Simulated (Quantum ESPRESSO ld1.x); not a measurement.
The mean radii <r> (bohr) of the occupied orbitals of an atom or ion are listed with their occupations. All-electron calculation, scalar-relativistic Kohn-Sham, B86b exchange with PBE correlation, spin-unpolarised, spherical densities, point nucleus. Program: ld1.x of Quantum ESPRESSO 7.5.

| orbital | occ. | <r> |
|---|---|---|
| 1s | 2 | 0.02318 |
| 2s | 2 | 0.09895 |
| 2p | 6 | 0.08710 |
| 3s | 2 | 0.2605 |
| 3p | 6 | 0.2588 |
| 3d | 10 | 0.2362 |
| 4s | 2 | 0.5920 |
| 4p | 6 | 0.6263 |
| 4d | 10 | 0.6844 |
| 5s | 2 | 1.386 |
| 5p | 5 | 1.572 |
| 4f | 4 | 0.9114 |

Name the element and its charge.

Answer. Z = 61, promethium, charge +4: Pm4+ in [Kr] 4d10 4f4 5s2 5p5. The 1s radius gives Z: for a bare nucleus <r> = (2 gamma + 1)/(2Z) with gamma = sqrt(1 - (Z/c)^2), 0.02288 bohr for Z = 61, and screening makes it slightly larger (0.02318 here). The occupations add up to 57, and the charge is Z minus that.
